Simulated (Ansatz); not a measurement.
Species: sum formula SiOBr3, charge 0, multiplicity 2. It need not be the lowest isomer of its formula. 
Structure (B3LYP-D3(BJ)/def2-TZVP (Ansatz, a first-principles code) minimum search):
```
Si
O 1 1.6269
Br 1 2.2008 2 113.81
Br 1 2.2008 2 113.81 3 -125.81
Br 1 2.2187 2 95.29 3 117.09
```
Charge 0, spin multiplicity 2.

Parts of the frozen-core correlation energy in 6-31G (Ansatz, hartree). Frozen orbitals: 48; correlated occupied orbitals by spin: 16 and 15; virtual: 45 and 46. Open shells are spin-unrestricted. No spin-orbit coupling. Non-relativistic.

```json
[
 {"term": "reference (HF)", "value": "-8079.92320"},
 {"term": "MP2 opposite-spin", "value": "-0.18635"},
 {"term": "MP2 same-spin", "value": "-0.06427"},
 {"term": "CCSD correlation", "value": "-0.27898"},
 {"term": "(T)", "value": "-0.00743"},
 {"term": "T1 diagnostic", "value": "0.021"},
 {"term": "largest doubles amplitude", "value": "0.028"},
 {"term": "<S^2> of the reference", "value": "0.758"}
]
```
